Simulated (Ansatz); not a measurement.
A nudged elastic band was laid between two geometries of Cl3HSn + H2O (8 atoms, charge 0, multiplicity 1).

The calculation used RKS BHLYP/def2-SVP in Ansatz 0.2.0.

```
movable images  : 9
climbing image  : yes
spring          : 5.0 eV/Å²
optimiser       : quadratic models (default)
start path      : through a guess of the saddle point
force threshold : 0.05 eV/Å
iteration limit : 60
end points      : relaxed
```

Image 0:

```xyz
8
Properties=species:S:1:pos:R:3
Sn 0.184 0.005 0.106
H 0.594 0.269 1.717
Cl 2.214 0.092 -1.074
Cl -1.053 1.673 -0.994
Cl -0.594 -2.132 -0.486
O -2.097 -0.110 1.277
H -2.665 0.538 0.856
H -2.479 -0.965 1.075
```

Image 10:

```xyz
8
Properties=species:S:1:pos:R:3
Sn -0.329 -0.211 -0.963
H -1.335 0.908 3.719
Cl 1.961 -0.376 -0.693
Cl -0.852 1.848 -1.872
Cl -1.088 -1.914 -2.345
O -1.200 -0.384 0.769
H -1.779 -1.142 0.847
H -1.275 0.641 3.016
```

Question: What changes between the two ends?

Answer: Bonds broken: Sn1–H2, O6–H8. Bonds formed: Sn1–O6, H2–H8. Cl3HSn + H2O becomes Cl3HOSn + H2.

Question: Give the energies along the band, and the barrier.

Answer: The forces met the threshold. The highest image is number 4 of 0 to 10, 211.5 kJ/mol above the first end and 143.4 kJ/mol above the last; the last end lies 68.2 kJ/mol above the first. Neighbouring images differ by up to 1.8 eV, so the band resolves the path poorly. A vibrational analysis at the climbing image gives 2 clearly imaginary modes (1496i, 108i cm⁻¹): a point of higher order. A lower path may pass nearby, or the ends, which weren't checked, may share the extra mode. The orbitals stay closed-shell, which can raise the energy where a bond breaks towards radicals; this wasn't checked here.

| image | path coordinate (Å) | energy (kJ/mol) | Sn1–H2 (Å) | O6–H8 (Å) | Sn1–O6 (Å) |
| --- | --- | --- | --- | --- | --- |
| 0 | 0.00 | 0.0 | 1.68 | 0.96 | 2.57 |
| 1 | 0.90 | 5.5 | 1.68 | 0.96 | 2.59 |
| 2 | 1.81 | 11.0 | 1.69 | 0.96 | 2.59 |
| 3 | 2.71 | 41.4 | 1.71 | 0.96 | 2.42 |
| 4 | 3.62 | 211.5 | 2.03 | 1.29 | 2.09 |
| 5 | 4.47 | 117.3 | 2.64 | 1.89 | 1.97 |
| 6 | 5.32 | 78.9 | 3.37 | 2.25 | 1.95 |
| 7 | 6.17 | 69.4 | 4.16 | 2.48 | 1.95 |
| 8 | 7.03 | 68.5 | 4.61 | 2.48 | 1.95 |
| 9 | 7.88 | 68.2 | 4.86 | 2.47 | 1.95 |
| 10 | 8.73 | 68.2 | 4.92 | 2.47 | 1.95 |

Question: What is the geometry of the highest image?

Answer: 
```xyz
8
Properties=species:S:1:pos:R:3
Sn -0.337 0.007 -0.206
H 0.012 0.006 1.793
Cl 2.001 0.005 -0.345
Cl -0.925 1.924 -1.377
Cl -0.913 -1.966 -1.304
O -1.985 -0.017 1.085
H -2.807 -0.508 0.999
H -0.942 -0.082 1.832
```

The band took 19 iterations and roughly 9 core-minutes.

Time of the run: 4.8 min on 2 threads of AMD EPYC 9R45 96-Core Processor (Zen 5), on a shared host, peak memory 0.32 GiB.
